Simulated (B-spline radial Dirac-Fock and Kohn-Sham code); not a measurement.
# Two-hole binding energies of Fe²⁺

System: the Fe²⁺ ion, [Ar] 3d4 4s2 (not the ground configuration).

Input of the calculation (task.json; shells as n, l, electrons):

```json
{"items": [{
  "Z": 26,
  "q": 2,
  "cfg": [[1, 0, 2], [2, 0, 2], [2, 1, 6], [3, 0, 2], [3, 1, 6], [3, 2, 4], [4, 0, 2]],
  "A": 56,
  "rrms": 3.7377,
  "do": ["binding", "quiet", "double"]
}]}
```

Run with: `python xray_run.py task.json out`

The computed values come from a radial B-spline solver: relaxed Dirac-Fock hole states (ΔSCF) with Breit and QED corrections and a finite nucleus. U is the two-hole binding energy less the two single-hole energies, the effective repulsion of the holes after relaxation. Each two-hole energy is an average over J within one jj subconfiguration.

| holes | E(a) (eV) | E(b) (eV) | E(ab) (eV) | U (eV) |
| --- | --- | --- | --- | --- |
| 1s⁻² | 7164.0 | 7164.0 | ? | ? |
| 1s⁻¹ 2p1/2⁻¹ | 7164.0 | 776.1 | 8038.5 | 98.4 |
| 1s⁻¹ 3p1/2⁻¹ | 7164.0 | 105.9 | 7299.5 | 29.6 |
| 1s⁻¹ 3p3/2⁻¹ | 7164.0 | 104.3 | 7297.5 | 29.2 |
| 2s⁻² | 903.9 | 903.9 | 1870.3 | 62.5 |
| 2s⁻¹ 2p1/2⁻¹ | 903.9 | 776.1 | 1736.9 | 57.0 |
| 2s⁻¹ 2p3/2⁻¹ | 903.9 | 763.9 | 1724.4 | 56.6 |
| 2p1/2⁻² | 776.1 | 776.1 | 1625.7 | 73.6 |
| 2p3/2⁻² | 763.9 | 763.9 | 1596.9 | 69.2 |
| 2s⁻¹ 3p1/2⁻¹ | 903.9 | 105.9 | 1036.7 | 26.9 |
| 2p1/2⁻¹ 3s⁻¹ | 776.1 | 146.5 | 950.1 | 27.5 |
| 2p3/2⁻¹ 3s⁻¹ | 763.9 | 146.5 | 937.9 | 27.5 |
| 2p1/2⁻¹ 3p3/2⁻¹ | 776.1 | 104.3 | 907.6 | 27.2 |
| 2p3/2⁻¹ 3p1/2⁻¹ | 763.9 | 105.9 | 897.2 | 27.4 |

Q: Give the missing two-hole energy and U.

A: E(ab) = 14698.7 eV and U = 370.8 eV.
